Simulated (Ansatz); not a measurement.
`NB1O[SiH2]1`. Charge 0, multiplicity 1.

Cartesian coordinates in Å:
```
N 1.058 -0.706 -1.194
B 0.203 -0.102 -0.289
O -0.611 0.996 -0.386
Si -0.824 0.391 1.218
H 1.598 -1.521 -0.971
H 1.186 -0.356 -2.130
H -0.398 1.355 2.263
H -2.212 -0.057 1.489
```

Task: What are the harmonic wavenumbers in cm⁻¹ at PBE0-D4/def2-TZVP (Ansatz, finite differences of forces, unscaled)? (Estimate.)

Result: Ansatz gave: 290, 293, 432, 515, 563, 597, 642, 653, 755, 894, 974, 1162, 1518, 1636, 2228, 2238, 3616, 3735.

Task: Is this a minimum?

Result: Yes, all 18 modes are real.

Task: Give the ideal-gas thermochemistry at 298.15 K and 1 bar (rigid rotor, harmonic oscillator; point group Cs, symmetry number 1).

Result: Zero-point energy 136.0 kJ/mol; H(298) − E = 151.7 kJ/mol; entropy 293.3 J/(mol·K), of which translation 162.4, rotation 103.0, vibration 28.0; G(298) − E = 64.2 kJ/mol.

Task: And at 400, 500, 600, 800 and 1000 K?

Result: 
```csv
T (K),H − E (kJ/mol),S (J/mol/K),G − E (kJ/mol)
400,161.1,320.3,32.9
500,171.7,344.1,-0.3
600,183.5,365.5,-35.8
800,209.4,402.7,-112.7
1000,237.7,434.2,-196.5
```
